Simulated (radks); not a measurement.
The numbers below are computed, except where a source is named.
Ionisation of the strontium ion Sr+, [Kr] 5s1, to Sr2+, [Kr], under several functionals. Scalar-relativistic Kohn-Sham, spin-polarised, spherical densities, finite nucleus; open shells are filled with parallel spins first (spin-orbit coupling, left out, can overturn this in heavy ions); a radial shooting solver on a logarithmic mesh with Libxc functionals.

functional	E(Sr+) (hartree)	Exc (hartree)	IE (eV)	-e(HOMO) (eV)	<r> HOMO (bohr)	IE error (eV)
LDA (Slater exchange, VWN5 correlation)	-3175.58407	-101.06507	11.365	8.871	3.824	+0.335
LDA (Slater exchange, Perdew-Wang correlation)	-3175.56870	-101.04940	11.362	8.868	3.825	+0.331
RPBE	-3179.50978	-105.04511	11.118	8.601	3.902	+0.087
XLYP	-3180.11848	-105.65370	11.303	8.626	3.850	+0.273
HCTH/407	-3181.33057	-107.00593	10.958	8.601	3.883	-0.072
Wu-Cohen GGA	-3178.68516	-104.20950	11.121	8.729	3.850	+0.091
TASK exchange with Perdew-Wang LDA correlation	-3178.95611	-104.32714	10.091	8.688	4.047	-0.940

NIST Atomic Spectra Database: 11.030 eV (measured). Closest: HCTH/407. The Delta-SCF values span 1.27 eV, the total energies 5.76 hartree. The highest occupied level is 5s.
